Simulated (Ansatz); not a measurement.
Calculated with Ansatz (gas phase, PBE0-D4/def2-TZVP geometries, no zero-point term in ΔE). CCSD(T)/CBS is the MP2 limit (def2-TZVPP, def2-QZVPP) plus CCSD(T) − MP2 in def2-TZVPP, frozen cores. This one scheme is used for every species. DFT in def2-TZVPP. One conformer a species, not always the lowest.

Reaction (hydrogenolysis of a C–C bond): `CC[SiH2]O[SiH3]` + H₂ → `C[SiH2]O[SiH3]` + CH₄

```tsv
level	ΔE (kJ/mol)
PBE0-D4	-80.2
ωB97M-V	-81.0
B2PLYP	-87.9
r2SCAN	-84.7
HF/def2-TZVPP	-100.6
MP2/def2-TZVPP	-77.9
CCSD(T)/def2-TZVPP	-80.6
HF/def2-QZVPP	-100.4
```

(1) What does CCSD(T)/CBS give? (An estimate is asked.)

Largest T1 diagnostic among the species: 0.011.

Results:

(1) The calculation gave: -79.3 kJ/mol. The listed levels differ from it by -0.9, -1.7, -8.6, -5.4, -21.3, 1.4, -1.3, -21.1 kJ/mol.

In def2-TZVPP, CCSD(T) changes the Hartree–Fock value by +20.0 kJ/mol (the triples alone add +3.8 kJ/mol) and MP2 by +22.6 kJ/mol. The D4 term adds +11.5 kJ/mol with B3LYP and +6.5 kJ/mol with PBE0; it sums over pairs of atoms, weighted by their polarisabilities, and B3LYP, whose exchange is more repulsive, gets the larger term.

B3LYP here is the variant with VWN-RPA as its local correlation; programs differ in this.
